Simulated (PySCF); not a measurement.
C6H4N2. Atoms are numbered in the order given.

```xyz
12

N     -0.0077     3.2073     0.0000
C     -0.0196     2.0332     0.0000
C     -0.0230     0.6008     0.0000
C     -1.2318    -0.1307     0.0000
C     -1.1628    -1.5268     0.0000
C      0.1023    -2.1394     0.0000
N      1.2587    -1.4560     0.0000
C      1.1978    -0.1216     0.0000
H     -2.1963     0.3973     0.0000
H     -2.0780    -2.1368     0.0000
H      0.1850    -3.2409     0.0000
H      2.1550     0.4283     0.0000
```

The structure is a stationary point at PBE-D3(BJ)/def2-SVP.

The numbers are results of TDA-B3LYP/def2-SVPD in PySCF, not measurements.

Vertical excitations. Isolated molecule, no solvent. State labels are in the subgroup Cs.

```json
[
 {"state": "S1", "symmetry": "A\"", "energy (eV)": "4.37", "λ (nm)": "283", "f": "0.001", "main pairs": "HOMO→LUMO 98 %"},
 {"state": "S2", "symmetry": "A\"", "energy (eV)": "4.83", "λ (nm)": "257", "f": "0.004", "main pairs": "HOMO→LUMO+1 98 %"},
 {"state": "S3", "symmetry": "A'", "energy (eV)": "5.17", "λ (nm)": "240", "f": "0.046", "main pairs": "HOMO−1→LUMO+1 36 %, HOMO−1→LUMO 28 %, HOMO−2→LUMO 25 %, HOMO−2→LUMO+1 9 %"},
 {"state": "S4", "symmetry": "A'", "energy (eV)": "5.77", "λ (nm)": "215", "f": "0.253", "main pairs": "HOMO−1→LUMO 54 %, HOMO−1→LUMO+1 18 %, HOMO−2→LUMO 16 %"},
 {"state": "S5", "symmetry": "A\"", "energy (eV)": "6.13", "λ (nm)": "202", "f": "0.000", "main pairs": "HOMO−3→LUMO 95 %"},
 {"state": "S6", "symmetry": "A\"", "energy (eV)": "6.72", "λ (nm)": "185", "f": "0.000", "main pairs": "HOMO−1→LUMO+2 89 %"},
 {"state": "S7", "symmetry": "A'", "energy (eV)": "6.76", "λ (nm)": "183", "f": "0.261", "main pairs": "HOMO−2→LUMO 38 %, HOMO−1→LUMO+1 34 %, HOMO−5→LUMO 12 %, HOMO−5→LUMO+1 6 %"},
 {"state": "S8", "symmetry": "A'", "energy (eV)": "6.98", "λ (nm)": "178", "f": "0.109", "main pairs": "HOMO−2→LUMO+1 47 %, HOMO→LUMO+2 23 %, HOMO−5→LUMO 11 %"},
 {"state": "S9", "symmetry": "A\"", "energy (eV)": "7.02", "λ (nm)": "177", "f": "0.000", "main pairs": "HOMO−3→LUMO+1 95 %"},
 {"state": "S10", "symmetry": "A\"", "energy (eV)": "7.13", "λ (nm)": "174", "f": "0.006", "main pairs": "HOMO−4→LUMO 92 %"},
 {"state": "T1", "symmetry": "A'", "energy (eV)": "3.69", "λ (nm)": "336", "f": "0", "main pairs": "HOMO−1→LUMO 83 %"},
 {"state": "T2", "symmetry": "A\"", "energy (eV)": "3.96", "λ (nm)": "313", "f": "0", "main pairs": "HOMO→LUMO 70 %, HOMO→LUMO+1 26 %"},
 {"state": "T3", "symmetry": "A'", "energy (eV)": "4.43", "λ (nm)": "280", "f": "0", "main pairs": "HOMO−1→LUMO+1 68 %, HOMO−2→LUMO+1 18 %, HOMO−1→LUMO 12 %"},
 {"state": "T4", "symmetry": "A\"", "energy (eV)": "4.44", "λ (nm)": "280", "f": "0", "main pairs": "HOMO→LUMO+1 71 %, HOMO→LUMO 28 %"}
]
```
Triplets are in the Tamm–Dancoff approximation.
